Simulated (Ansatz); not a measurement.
Species: C4H2FO (charge 0, doublet). It need not be the lowest isomer of its formula. 
Geometry from a B3LYP-D3(BJ)/def2-TZVP (Ansatz, a first-principles code) optimisation:
```xyz
8

F      1.9972     0.0703     0.0977
C      0.6981    -0.1103     0.0517
C     -0.0973    -1.1862     0.1494
C     -1.4460    -0.7485     0.0202
C     -1.3575     0.5947    -0.1502
O     -0.0413     1.0039    -0.1331
H     -2.3454    -1.3382     0.0489
H     -2.0825     1.3753    -0.2907
```
Charge 0, spin multiplicity 2.

Property: atomisation energy (electronic, to ground-state atoms), in kJ/mol. Correlated levels leave the core frozen unless marked. UHF or UKS for open shells. No spin-orbit coupling. No relativistic terms. The coupled-cluster limit lacks core correlation, which all-electron functionals hold. Basis-set limits of correlation are two-point, X^-3; Hartree-Fock from the larger set.

```json
[
 {"level": "PBE/def2-TZVPD", "program": "Ansatz", "atomisation energy (kJ/mol)": "3854.5"},
 {"level": "PBE-D4/def2-TZVPD", "program": "Ansatz + dftd4", "atomisation energy (kJ/mol)": "3870.8"},
 {"level": "BLYP/def2-TZVPD", "program": "Ansatz", "atomisation energy (kJ/mol)": "3652.0"},
 {"level": "HSE06-D3(BJ)/def2-TZVPD", "program": "Ansatz + dftd3", "atomisation energy (kJ/mol)": "3733.0"}
]
```

Q: Predict the CCSD(T)/CBS(cc-pVTZ,cc-pVQZ) result (Ansatz).

A: 3631.7 kJ/mol, so HSE06-D3(BJ)/def2-TZVPD differs from it by 101.3 kJ/mol.
